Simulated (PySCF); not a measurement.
## MoH₃, quartet: computed properties

Level of theory: PySCF, UPBE0, basis Mo def2-TZVP with ECP28, H def2-TZVP (scalar-relativistic core potentials, no spin–orbit coupling, density fitting).

The structure is a minimum.

Coordinates in bohr (charge 0 multiplicity 4):
```
Mo   -0.0016    0.0350   -0.0009
H     0.1450   -1.0555    3.0064
H     2.5842   -1.0555   -1.5432
H    -2.5699   -1.2926   -1.3778
```

```
Point group                                                                   : C3v
Bond lengths                                                                  : Mo–H 1.695 Å (×3)
Bond angles                                                                   : H–Mo–H 107.4° (×3)
Principal quadrupole moments (Buckingham, traceless) about the centre of mass : -1.05, -1.05, 2.09 D Å
Principal polarisabilities                                                    : 47.5, 48.9, 48.9 bohr³
Enthalpy at 298.15 K above 0 K                                                : 11.55 kJ/mol
Spin squared ⟨S²⟩                                                             : 3.795
Dipole moment                                                                 : 2.56 D
Atomisation energy without zero-point energy                                  : 708 kJ/mol
Zero-point energy                                                             : 43.5 kJ/mol
Highest occupied level (α)                                                    : -6.65 eV
Heat capacity Cp at 298.15 K                                                  : 48.2 J/(mol K)
Rotational symmetry number                                                    : 3
Entropy at 298.15 K and 1 bar (electronic part: spin only)                    : 246.5 J/(mol K)
Rotational constants                                                          : 3.449, 3.449, 2.241 cm⁻¹
Lowest empty level (α)                                                        : -2.02 eV
```

Harmonic modes (masses in u: Mo 97.905, H 1.008):
| symmetry | ω (cm⁻¹) | IR (km/mol, summed over degenerate members) |
| --- | --- | --- |
| a1 | 409 | 216 |
| e | 602 | 140 |
| e | 1874 | 601 |
| a1 | 1909 | 40.6 |

In C3v the vibrations span 2a1 + 2e.

Charges (e):
```tsv
atom	Mulliken	Löwdin	polar tensor	spin (Mulliken)	Mayer order to Mo1
Mo1	0.35	0.21	1.02	3.43	–
H2,3,4	-0.12	-0.07	-0.34	-0.14	0.97
```

Mulliken populations on Mo1 (electrons outside its core potential): s 2.76, p 6.22, d 4.67, f 0.01.

Outer orbital energies (eV). α occupied: -9.22, -8.92, -8.92, -6.89, -6.89, -6.65; empty: -2.02, -2.02, -1.37, 1.74. β occupied: -8.97, -8.56, -8.56; empty: -1.41, -1.40, -1.40, -1.21.

Formally Mo is in oxidation state +3, d3, with 3 unpaired electrons (the high-spin count). The Mulliken spin on Mo is 3.43. The polar-tensor charge on Mo, 1.02, is far below the formal one.

Only a few start shapes were tried, so a lower isomer may exist. With open d or f shells other occupations or spin states may lie lower.

The final relaxation and frequency run took 14 s on 2 threads of a shared Arm Neoverse V2 host, with 58 basis functions and 8 gradients; the process peaked at 0.75 GiB. Launch command: `OMP_NUM_THREADS=2 python axn.py task.json out`.
